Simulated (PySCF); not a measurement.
Mo(S)2(Br)(OH) (BrHMoOS₂), SMILES [Br][Mo]([OH])(=[S])=[S], multiplicity 1.

Coordinates come from a B3LYP-D3(BJ)/def2-SVP optimisation. The geometry has at least one imaginary mode, so it is a saddle point at that level. The multiplicity is an assumed one; other spin states were not compared. The def2 effective core potentials stand for the cores of Mo; spin–orbit coupling is left out. The values are those of a single conformer.

Two levels are set side by side: PBE/def2-TZVP (PySCF) and r2SCAN/def2-TZVP (PySCF). Same geometry, gas phase. Differences are taken from unrounded values.

```csv
quantity,r2SCAN
orbital gap (eV),2.34
highest occupied level (eV),-6.61
lowest empty level (eV),-4.26
dipole moment (D),2.27
mean polarisability (bohr³),106.3
```

Problem. What does PBE give, and how far is it from r2SCAN? (Estimate from the structure and the level; the computed values follow.)

Solution. 
```tsv
quantity	PBE	PBE minus r2SCAN
orbital gap (eV)	2.11	-0.23
highest occupied level (eV)	-6.33	0.28
lowest empty level (eV)	-4.21	0.05
dipole moment (D)	2.22	-0.04
mean polarisability (bohr³)	108.1	1.8
```

Rough cost on one machine, each run with all the roots and properties that it gave: r2SCAN against PBE about 2 times.
